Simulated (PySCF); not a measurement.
Vertical excitations of a molecule C4H5ClSi from PySCF with TDDFT-M06-2X/def2-SVPD, as energy in eV (oscillator strength): 5.32 (0.000), 6.32 (0.001), 6.37 (0.027), 6.39 (0.001), 6.46 (0.180), 6.46 (0.000), 7.09 (0.000), 7.33 (0.058), 7.43 (0.034), 7.47 (0.000). Lowest triplet (TDA): 4.24 eV. Geometry optimised at PBE-D3(BJ)/def2-SVP. Other conformers were not sampled.

Question: Which molecule gave these data?
A) C#C[SiH2]/C=C/Cl
B) [SiH3]C#C/C=C\Cl
C) C#C/C=C\[SiH2]Cl
D) C#C[SiH2]C(=C)Cl

Answer: D, C#C[SiH2]C(=C)Cl
